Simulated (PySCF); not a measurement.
**He⁺: ionisation energy**

He⁺ 1s1 (2S) → He²⁺ (bare nucleus), as a difference of total energies. Calculation: PySCF 2.14, in x2c-TZVPPall with one added diffuse shell each of s, p type (4s3p1d, 18 functions); the spin-free X2C one-electron Hamiltonian (Gaussian nucleus). The calculations carry no spin-orbit coupling.

| method | ionisation energy (eV) |
| --- | --- |
| UHF | 54.378 |
| LDA | 52.799 |
| PBE | 54.212 |
| PBE0 | 54.292 |
| r2SCAN | 54.386 |
| wB97X | 54.339 |
| BLYP | 54.252 |
| B3LYP | 54.347 |
| PW91 | 54.293 |

For comparison: 54.418 eV (theoretical estimate listed by NIST; NIST Atomic Spectra Database, ionization energies).
